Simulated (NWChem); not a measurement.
System meant: LaSiH3OF2; SMILES [SiH3][O][La]([F])[F]

Input file for NWChem:

```
start job
memory heap 200 mb stack 900 mb global 1100 mb
geometry units angstroms noautoz
  La    -0.087415     0.764831     0.387541
  F      1.664689     1.827207    -0.229011
  F     -1.937077     1.622803    -0.260345
  O      0.034143    -1.419773     0.132947
  Si     0.031116    -3.043737    -0.146976
  H     -1.349556    -3.615542    -0.029238
  H      0.899748    -3.758385     0.844293
  H      0.543515    -3.362615    -1.517955
end
basis spherical
  * library def2-svp
end
ecp
  La library def2-ecp
end
dft
  odft
  mult 2
  xc xpbe96 cpbe96
  iterations 150
  mulliken
end
task dft energy
```

End of the output:

```
 Summary of "ao basis" -> "" (spherical)
 ------------------------------------------------------------------------------
       Tag                 Description            Shells   Functions and Types
 ---------------- ------------------------------  ------  ---------------------
 *                          def2-svp                  on all atoms

 Summary of "ao basis" -> "ao basis" (spherical)
 ------------------------------------------------------------------------------
       Tag                 Description            Shells   Functions and Types
 ---------------- ------------------------------  ------  ---------------------
 La                         def2-svp                12       32   6s3p2d1f
 F                          def2-svp                 6       14   3s2p1d
 O                          def2-svp                 6       14   3s2p1d
 Si                         def2-svp                 8       18   4s3p1d
 H                          def2-svp                 3        5   2s1p

 Summary of "ao basis" -> "ao basis" (spherical)
 ------------------------------------------------------------------------------
       Tag                 Description            Shells   Functions and Types
 ---------------- ------------------------------  ------  ---------------------
 La                         def2-svp                12       32   6s3p2d1f
 F                          def2-svp                 6       14   3s2p1d
 O                          def2-svp                 6       14   3s2p1d
 Si                         def2-svp                 8       18   4s3p1d
 H                          def2-svp                 3        5   2s1p

  number of electrons :                   54
  multiplicity        :                    2
 ------------------------------------------------------------------------
  no. of electrons and multiplicity not compatible                  54
 ------------------------------------------------------------------------
 ------------------------------------------------------------------------
  current input line :
    26: task dft energy
 ------------------------------------------------------------------------
 ------------------------------------------------------------------------
 There is an error in the input file
 ------------------------------------------------------------------------
 For more information see the NWChem manual at https://nwchemgit.github.io

0: no. of electrons and multiplicity not compatible:Received an Error in Communication
```

### Question
What is wrong, and how is it mended?

### Answer
The program refused the input. Cause: the multiplicity doesn't fit the number of electrons (an even count wants an odd multiplicity, and the reverse). This input runs:
```
start job
memory heap 200 mb stack 900 mb global 1100 mb
geometry units angstroms noautoz
  La    -0.087415     0.764831     0.387541
  F      1.664689     1.827207    -0.229011
  F     -1.937077     1.622803    -0.260345
  O      0.034143    -1.419773     0.132947
  Si     0.031116    -3.043737    -0.146976
  H     -1.349556    -3.615542    -0.029238
  H      0.899748    -3.758385     0.844293
  H      0.543515    -3.362615    -1.517955
end
basis spherical
  La library def2-svp
  F library def2-svp
  O library def2-svp
  Si library def2-svp
  H library def2-svp
end
ecp
  La library def2-ecp
end
dft
  xc xpbe96 cpbe96
  iterations 150
  mulliken
end
task dft energy
```
It converges to -597.33967 Ha (PBE/def2-SVP with def2 effective core potentials on La).
